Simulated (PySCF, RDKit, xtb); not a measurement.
Pair of molecules: H2O (SMILES O) (first 3 atoms) with CH3Cl (SMILES CCl); geometry from B3LYP-D3(BJ)/def2-TZVP, rigid monomers moved along the line of their centres of mass till H2···Cl5 is 2.86 Å.
(charge 0, multiplicity 1):
```xyz
8

O      0.14542     0.25791     0.11241
H     -0.43692     0.42195     0.86624
H     -0.41688    -0.13738    -0.56121
C      0.76807    -0.99064     3.51714
Cl    -0.85213    -0.20572     3.62736
H      1.07683    -0.95866     2.47702
H      1.45135    -0.43076     4.14763
H      0.66610    -2.01220     3.86928
```

Counterpoise-corrected where a basis set is named; no monomer relaxation. Rows marked so take none. RDKit's UFF carries no charges.

Rows in 6-31G*, STO-3G carry no dispersion term and start afresh at each structure (6-31G* with six Cartesian d functions).

Programs: PySCF for 6-31G* rows, STO-3G rows; RDKit for the force fields; xtb for the GFN methods. Values without a source in brackets are computed.

### Question
One of these levels gives -0.24 kcal/mol for the interaction energy. Which one is it?
(A) HF/STO-3G (no counterpoise)
(B) UFF
(C) B3LYP/6-31G* (no counterpoise)
(D) GFN2-xTB

### Answer
B, UFF. The others give -2.42 (GFN2-xTB), -1.64 (HF/STO-3G (no counterpoise)), -3.72 (B3LYP/6-31G* (no counterpoise))
